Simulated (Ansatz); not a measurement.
C$_{2}$H$_{6}$SiTe, SMILES `[TeH][SiH]1CC1`. Total charge 0; spin multiplicity 1. Te: def2 effective core potential. The geometry is a stationary point of PBE0-D4/def2-TZVP.

```xyz
10

Te   -1.747    2.073    0.507
Si    0.065    0.408    0.707
C     0.073   -1.101   -0.364
C     1.013    0.023   -0.836
H    -2.768    1.200    1.481
H     0.787    0.355    1.996
H     0.545   -2.001    0.016
H    -0.790   -1.302   -0.989
H     0.744    0.517   -1.763
H     2.078   -0.170   -0.754
```

Task: What is the dipole moment at r2SCAN/def2-TZVPP? (An estimate is asked.)

Result: Computed: 0.70 D, with components (0.27, -0.63, -0.13) D in this frame, pointing from negative to positive charge.

Task: And with PBE, B3LYP, ωB97M-V? (An estimate is asked.)

Result: Ansatz gave: PBE 0.64 D, B3LYP 0.55 D, ωB97M-V 0.55 D.

Task: Give the Mulliken charges with r2SCAN, ωB97M-V, B3LYP in def2-TZVPP. (Estimate.)

Result: The calculation gave: 
```
atom  r2SCAN  ωB97M-V  B3LYP
 Te1   -0.04    -0.04  -0.01
 Si2    0.21     0.18   0.19
  C3   -0.19    -0.27  -0.23
  C4   -0.20    -0.29  -0.25
  H5   -0.01     0.00  -0.03
  H6   -0.07    -0.02  -0.06
  H7    0.07     0.11   0.09
  H8    0.07     0.11   0.10
  H9    0.07     0.11   0.10
 H10    0.07     0.11   0.09
```

B3LYP here is the variant with VWN-RPA as its local correlation; programs differ in this.
